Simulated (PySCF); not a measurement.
C3H2F3, SMILES C=C(F)[C](F)F, multiplicity 2. Geometry optimised at B3LYP-D3(BJ)/def2-SVP. The isomer is the one that the SMILES or the coordinates give; other isomers of the formula were not compared. One conformer was computed; it need not be the lowest.

All values below come from B3LYP-D3(BJ)/def2-SVP (PySCF).

Harmonic wavenumbers (cm⁻¹): 135, 219, 225, 376, 482, 512, 561, 585, 705, 787, 936, 1192, 1353, 1385, 1499, 1584, 3183, 3300. Rotational constants (GHz): 5.375, 3.326, 2.055; symmetry number 1.

Problem. Work out the zero-point energy and the ideal-gas rigid-rotor harmonic-oscillator thermochemistry at 298.15 K and 1 atm.

Solution. ZPE = ½ Σ hcν = ½ × 19019 cm⁻¹ = 113.76 kJ/mol. H − E(el) = 131.93 kJ/mol. Entropy in J/(mol K): translation 165.55, rotation 111.18, vibration 45.56, spin 5.76, total 328.05. G − E(el) = 34.13 kJ/mol. Cp = 92.96 J/(mol K). Modes under 150 cm⁻¹ make the vibrational entropy uncertain.
